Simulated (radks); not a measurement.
Effect of the nuclear size on the argon ion Ar13+, [He] 2s2 2p1. Method: Dirac Kohn-Sham, BLYP, spin-unpolarised, spherical densities, finite nucleus; open shells are shared between the two j in proportion to 2j + 1; Fermi nuclear charge, rms radius 3.4274 fm; computed with a radial shooting solver on a logarithmic mesh with Libxc functionals. The rms radius is varied about that value; shifts are against it.

| rms radius (fm) | total energy shift (eV) | density at nucleus (e/bohr^3) | 1s1/2 shift (meV) | 2s1/2 shift (meV) | 3s1/2 (empty) shift (meV) |
|---|---|---|---|---|---|
| 2.8105 | -0.00622 | 4444 | -2.58 | -0.258 | -0.067 |
| 3.1566 | -0.00288 | 4433 | -1.19 | -0.119 | -0.031 |
| 3.4274 | 0 | 4425 | 0.000 | 0.000 | 0.000 |
| 3.7256 | 0.00344 | 4417 | 1.43 | 0.143 | 0.037 |
| 4.1232 | 0.00846 | 4408 | 3.51 | 0.351 | 0.091 |

Slopes of the eigenvalues against <r^2> in GHz/fm^2, as finite differences over the two radii next to the reference (eigenvalue slopes, not the field-shift constants of lines): 1s1/2 162, 2s1/2 16.2, 3s1/2 (empty) 4.20.
